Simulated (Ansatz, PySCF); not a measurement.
W(O)(S)(Br)(OH) (BrHO2SW), SMILES [S]=[W](=[O])([OH])[Br], multiplicity 1. Atoms are numbered in the order given.

```xyz
6

W      0.1340    -0.4324     0.0600
O      1.3653    -1.0005    -0.9525
S      1.0070    -0.0079     1.9584
Br    -0.7401     1.6178    -0.8761
O     -1.1750    -1.7504     0.2695
H     -1.2407    -2.6052    -0.1726
```

Coordinates come from a PBE0-D3(BJ)/def2-SVP optimisation. The multiplicity is an assumed one; no other spin state was optimised. The structure was generated by enumeration; whether it is a known compound was not checked. The def2 effective core potentials stand for the cores of W; spin–orbit coupling is left out. Other conformers were not sampled.

Two levels are set side by side: PBE-D3(BJ)/def2-SVP (Ansatz, a program for electronic structure) and PBE0-D3(BJ)/def2-SVP (Ansatz). Each level has its own optimised geometry; the coordinates shown are those of the second. Frequencies come from the Hessian of PySCF at each geometry. Differences are taken from unrounded values.

```tsv
quantity	PBE0-D3(BJ)
mean bond length (Å)	1.815
bond W1–O2 (Å)	1.692
bond W1–S3 (Å)	2.132
bond W1–Br4 (Å)	2.417
bond W1–O5 (Å)	1.869
bond O5–H6 (Å)	0.965
highest harmonic wavenumber (cm⁻¹)	3903
mean harmonic wavenumber (cm⁻¹)	692
zero-point energy (kcal/mol)	11.87
```

Task: What does PBE-D3(BJ) give, and how far is it from PBE0-D3(BJ)? (An estimate is asked for; the answer gives what the named calculation found.)

Result: 
| quantity | PBE-D3(BJ) | PBE-D3(BJ) minus PBE0-D3(BJ) |
|---|---|---|
| mean bond length (Å) | 1.834 | 0.018 |
| bond W1–O2 (Å) | 1.716 | 0.024 |
| bond W1–S3 (Å) | 2.154 | 0.022 |
| bond W1–Br4 (Å) | 2.431 | 0.013 |
| bond W1–O5 (Å) | 1.890 | 0.021 |
| bond O5–H6 (Å) | 0.976 | 0.012 |
| highest harmonic wavenumber (cm⁻¹) | 3732 | -171 |
| mean harmonic wavenumber (cm⁻¹) | 666 | -26 |
| zero-point energy (kcal/mol) | 11.43 | -0.44 |

GGA bonds tend to be longer and softer than those of functionals with exact exchange. Differences between two approximate levels are no errors against the true value.
